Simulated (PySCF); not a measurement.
**Gas-phase thermal properties of B₃O₃Cl₃**

Method: PySCF energies (xtb for GFN2) plus ideal-gas RRHO corrections (1 bar). The comparison is the NASA 1993 polynomial table, which mixes measured and estimated data. 6-31G* has spherical d functions here. All species are closed-shell singlets. B3LYP is the form with VWN-RPA correlation. The harmonic model lacks anharmonicity and excited electronic states, which grow with temperature; levels with a mode under 35 cm⁻¹ are left out. Soft modes under 120 cm⁻¹ make the harmonic entropy rough for B₃O₃Cl₃. The table's entry may be an old estimate for B₃O₃Cl₃ (not checked at source).

```tsv
level	point group	σ	ZPE (kJ/mol)	S°298 (J/mol/K)	Cp298 (J/mol/K)	S°1000 (J/mol/K)	H1000 − H298 (kJ/mol)
table	-	-	-	382.4	131.7	585.6	122.2
B3LYP/6-31G*	D3h	6	84.4	379.2	123.4	574.3	117.9
GFN2-xTB	D3h	6	75.1	385.2	130.7	588.0	122.0
HF/6-31G*	D3h	6	90.1	374.0	119.0	564.6	115.4
PBE/def2-SVP	D3h	6	82.6	381.1	124.9	577.7	118.7
PBE0/def2-TZVP	D3h	6	84.9	378.8	123.0	573.5	117.6
```
σ: rotational symmetry number. Electronic degeneracy used: 1. Frequencies are unscaled.
